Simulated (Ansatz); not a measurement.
The same path of CH4F2Si + FH + FH (12 atoms, charge 0, multiplicity 1) was run twice with different band settings. Lost on the way: Si1–C2, H6–F7, H8–F9. Made: Si1–F7, C2–H8, H6–F9.

Theory: RKS B3LYP/cc-pVDZ in Ansatz.

Relaxed end points:

```xyz
12
Properties=species:S:1:pos:R:3
Si -1.009 -0.500 -0.280
C -0.603 -0.146 1.493
F 0.375 -1.048 -1.071
F -1.986 -1.821 -0.353
H -1.630 0.533 -1.133
H 1.480 1.433 -0.861
F 0.692 1.803 -0.477
H 1.798 -0.353 -1.407
F 2.472 0.315 -1.465
H 0.155 0.648 1.543
H -0.233 -1.057 1.989
H -1.509 0.193 2.021
```

```xyz
12
Properties=species:S:1:pos:R:3
Si -1.087 0.031 -1.913
C 0.340 -0.128 2.226
F -0.290 -0.662 -3.142
F -1.268 -1.038 -0.707
H -2.385 0.563 -2.350
H 1.508 0.644 -0.859
F -0.163 1.270 -1.351
H 0.954 -0.176 1.316
F 1.988 -0.155 -0.812
H 0.258 0.913 2.573
H 0.808 -0.737 3.014
H -0.663 -0.524 2.006
```

Common settings: spring 5.0 eV/Å²; optimiser quadratic models (default); start path through a guess of the saddle point; force threshold 0.03 eV/Å; iteration limit 60; end points relaxed.

| run | movable images | climbing image |
| --- | --- | --- |
| 1 | 9 | yes |
| 2 | 8 | no |

Question: What does each run give, and how far can it be trusted?

Answer: Run 1: converged after 23 iterations, highest image 1.757 eV above the first end. Neighbouring images differ by up to 1.5 eV, so the band resolves the path poorly. A vibrational analysis at the climbing image gives one clearly imaginary mode, 1252i cm⁻¹: a first-order saddle point.
Run 2: converged after 49 iterations, highest image 0.233 eV above the first end. The profile has 2 maxima (images 2, 5) with wells between them (image 3): this band takes more than one step, which may be the mechanism or a detour left from its start path. No image climbed, so the highest image needn't sit at the top of the path. A band with more images between the same ends climbed to 1.76 eV, so this one has probably stepped over the top.
The orbitals stay closed-shell, which can raise the energy where a bond breaks towards radicals; this wasn't checked here.
